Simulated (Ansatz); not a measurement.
Abstraction of F: CH7FSi2 + C4H9O → SiH2(CH3)(SiH2) + C4H9FO

Species: CH7FSi2 `C[SiH2][SiH2]F`, singlet; C4H9O `[CH2]COCC`, doublet; SiH2(CH3)(SiH2), doublet; C4H9FO `CCOCCF`, singlet. A radical takes F: the energy is the difference in strength between the Si–F bond broken and the C–F bond made.

Shapes, held fixed at every level: PBE0-D4/def2-TZVP. Flexible molecules stand in one conformer, not always the lowest. Programs: Ansatz 0.2.0. Electronic energies: no zero-point or thermal term.

```csv
level,kind,ΔE (kJ/mol),less CCSD(T)/CBS estimate
MP2/def2-TZVPP,perturbation theory,+123.6,-3.3
PBE-D4/def2-TZVPP,GGA,+107.5,-19.4
r2SCAN-D4/def2-TZVPP,meta-GGA,+126.1,-0.8
B3LYP-D4/def2-TZVPP,global hybrid,+125.4,-1.5
B2PLYP/def2-TZVPP,double hybrid,+125.6,-1.3
CCSD/def2-TZVPP,coupled cluster or CI,+123.8,-3.1
CCSD(T)/CBS estimate,coupled cluster or CI,+126.9,0.0
```

The highest level, CCSD(T)/CBS estimate, gives ΔE = +126.9 kJ/mol; the levels span +107.5 to +126.9. The column of differences is taken from that level and isn't an error. No measured value is set beside it here. Open shells run unrestricted. The CBS estimate extrapolates MP2 from def2-TZVPP and def2-QZVPP and adds CCSD(T) − MP2 in the triple-zeta set, cores frozen.
